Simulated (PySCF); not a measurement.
## Dipole moment and polarisability of `c1coc(N2CCCC2)c1`

C8H11NO.
Geometry (PBE0-D3(BJ)/def2-SVP, Å), atoms numbered from 1 in this order:
```xyz
21
C8H11NO angstrom
C      2.830   -0.560   -0.625
C      2.707    0.752   -0.296
O      1.383    1.068   -0.146
C      0.671   -0.049   -0.380
N     -0.676    0.058   -0.275
C     -1.371    1.292    0.021
C     -2.794    0.813    0.285
C     -2.932   -0.388   -0.648
C     -1.554   -1.046   -0.585
C      1.504   -1.102   -0.684
H      3.762   -1.092   -0.803
H      3.409    1.564   -0.135
H     -0.920    1.806    0.885
H     -1.333    1.999   -0.832
H     -2.891    0.491    1.335
H     -3.546    1.594    0.105
H     -3.135   -0.044   -1.676
H     -3.743   -1.074   -0.363
H     -1.504   -1.830    0.196
H     -1.273   -1.525   -1.541
H      1.209   -2.122   -0.915
```

Level: CAM-B3LYP/def2-SVPD (PySCF), static field, nuclei fixed, core orbitals frozen in the response. The polarisability tensor in these axes (au):

```
x   135.78  -0.60  -2.65
y    -0.60 100.68   6.96
z    -2.65   6.96  75.71
```

Problem. Diagonalise the tensor; give its mean and Δα, where Δα² is half the sum of the squared differences of the eigenvalues.

Solution. Principal values 73.80, 102.45 and 135.92 au; mean 104.06 au = 15.42 Å³ = 17.16 × 10⁻⁴⁰ C²·m²/J; Δα = 53.85 au (52 % of the mean).

Problem. What is the dipole moment, and where does it point?

Solution. (-2.15, -0.18, -0.01) D, 2.16 D in size, pointing from the negative to the positive side. Measured along this direction, the outermost atoms are H11 at the negative end and H18 at the positive end.

Problem. Sum over states: ᾱ = Σ f/ω², ω in Eh. What share falls to these 10 lowest TDDFT singlets (eV, f)? 4.86, 0.0124; 5.31, 0.3113; 5.65, 0.0119; 5.77, 0.0080; 6.22, 0.0041; 6.23, 0.0126; 6.43, 0.0160; 6.45, 0.0166; 6.55, 0.1245; 6.99, 0.0009.

Solution. They add up to 12.07 au, 11.6 % of the 104.06 au; the largest single term is 8.16 au, from the state at 5.31 eV. Terms in order: 0.39, 8.16, 0.28, 0.18, 0.08, 0.24, 0.29, 0.29, 2.15, 0.01 au. Higher excitations give the rest. The strengths listed sum to 0.518.

Problem. Find the Langevin capture rate constant for O2+ (31.990 u) meeting this molecule (137.084 u), k = 2.342 × 10⁻⁹ cm³/s × √(α in Å³ / reduced mass in u).

Solution. The reduced mass is 25.94 u, so k = 1.81 × 10⁻⁹ cm³/s. The formula leaves out the permanent dipole, which adds to the capture rate.

Problem. Orientational against electronic polarisability at 350 K (dilute gas, rigid molecules)?

Solution. In Gaussian units μ²/3kT = 32.17 Å³ against 15.42 Å³, a ratio of 2.09; the Debye molar polarisation (4π/3)N_A(α + μ²/3kT) is 120.1 cm³/mol, leaving out the vibrational part.

Problem. What molar refraction does this α imply?

Solution. Lorentz–Lorenz: R = (4π/3)N_A α = 2.5225 cm³/(mol·Å³) × 15.42 Å³ = 38.9 cm³/mol, in the limit of long wavelengths.

One conformer (not necessarily the lowest) at the PBE0-D3(BJ)/def2-SVP geometry, without solvent, vibrations or thermal averaging.
